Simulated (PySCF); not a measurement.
C6H6ClF.
Numbering: `[F:1][C@@H:2]1[C@H:3]2[CH:4]=[CH:5][C@H:6]([Cl:7])[C@@H:8]12`

Probes without a nucleus sit at each ring's centroid and 1 Å off its mean plane on both sides; NICS is minus the shielding there, NICSzz its component along the normal. Level: GIAO PBE0/pcSseg-1 (PySCF, non-relativistic, gas phase) on the GFN2-xTB geometry, one conformer.

Ring bond lengths (Å), with Mayer bond orders in brackets: C2–C3 1.506 (0.91), C3–C8 1.515 (0.90), C8–C2 1.495 (0.92); C3–C4 1.478 (1.01), C4–C5 1.329 (1.80), C5–C6 1.497 (1.00), C6–C8 1.514 (0.94), C8–C3 1.515 (0.90).

Task: What do the NICS probes read (ppm)?

Result: 
```tsv
ring	type	NICS(0)	NICS(1), two faces	NICS(1)zz, two faces	rms pucker (Å)	centre to ring atoms, mean (Å)
C2–C3–C8	3-membered carbocycle; formal bonds all single	-38.3	-6.5 / -10.8	-16.3 / -21.8	0.00	0.87
C3–C4–C5–C6–C8	5-membered carbocycle; formal bonds 1 double, 4 single	-7.3	-3.5 / -9.2	-3.6 / -8.2	0.02	1.25
```

Task: What can be read from them?

Result: 
- C2–C3–C8: mean NICS(1)zz -19.1 ppm, shielded. C2, C3, C8 have four or more neighbours, so the value isn't read as a sign of a π ring current. C4, outside the ring, lies only 1.49 Å from a NICS(1) probe, which then mostly feels that atom. The two faces differ by 5.5 ppm, so no symmetry operation interchanges them. NICS(0) lies 30 ppm below the mean NICS(1).
- C3–C4–C5–C6–C8: mean NICS(1)zz -5.9 ppm, shielded. C3, C6, C8 have four or more neighbours, so the value isn't read as a sign of a π ring current. A hydrogen on C2, outside the ring, lies only 1.38 Å from a NICS(1) probe, which then mostly feels that atom. The two faces differ by 4.6 ppm, so no symmetry operation interchanges them.

Task: At the first NICS(1) probe listed for ring C2–C3–C8, 1 Å off the ring, how large is the induced field along the normal in 14.1 T applied along it?

Result: NICSzz × B0 = -16.3 ppm × 14.1 T = -230 μT, against the applied field.

Task: Give the inner angles of the rings and the Hirshfeld charges of the ring atoms.

Result: 
- C2–C3–C8: C2 60.7° (+0.052 e), C3 59.3° (-0.052 e), C8 60.0° (-0.058 e); sum 180.0° against 180° for a flat convex ring.
- C3–C4–C5–C6–C8: C3 105.2° (-0.052 e), C4 111.4° (-0.031 e), C5 112.2° (-0.059 e), C6 103.9° (+0.010 e), C8 107.1° (-0.058 e); sum 539.8° against 540° for a flat convex ring.

Task: How shielded are the nuclei of the rings and their hydrogens (means over atoms taken as equivalent)?

Result: 
| atoms | environment | σ isotropic (ppm) | principal values of the symmetric part, first atom (ppm) |
| --- | --- | --- | --- |
| C2 | sp3 C–F carbon | 103.0 | 58.1, 73.9, 177.0 |
| C3 | sp3 carbon at a ring junction | 152.0 | 114.3, 138.1, 203.5 |
| C4 | alkene CH carbon | 45.7 | -56.7, 47.7, 146.0 |
| C5 | alkene CH carbon | 46.9 | -59.8, 62.4, 138.2 |
| C6 | sp3 C–Cl carbon | 118.2 | 93.4, 123.6, 137.5 |
| C8 | sp3 carbon at a ring junction | 152.2 | 122.1, 129.8, 204.6 |
| H on C2 | methine hydrogen | 28.24 | 22.2, 30.8, 31.7 |
| H on C3 | methine hydrogen | 29.13 | 23.7, 26.5, 37.2 |
| H on C4 | vinylic hydrogen | 25.48 | 23.8, 25.8, 26.9 |
| H on C5 | vinylic hydrogen | 26.02 | 23.2, 26.7, 28.1 |
| H on C6 | methine hydrogen | 26.96 | 21.1, 27.7, 32.0 |
| H on C8 | methine hydrogen | 29.27 | 23.0, 28.6, 36.2 |

Time: 28 s (with the writing of density and orbital grids); peak memory 0.78 GiB. Hardware: an Arm Neoverse V1 with one thread, no GPU (shared host). This is the whole shielding run at PBE0/pcSseg-1, SCF included.
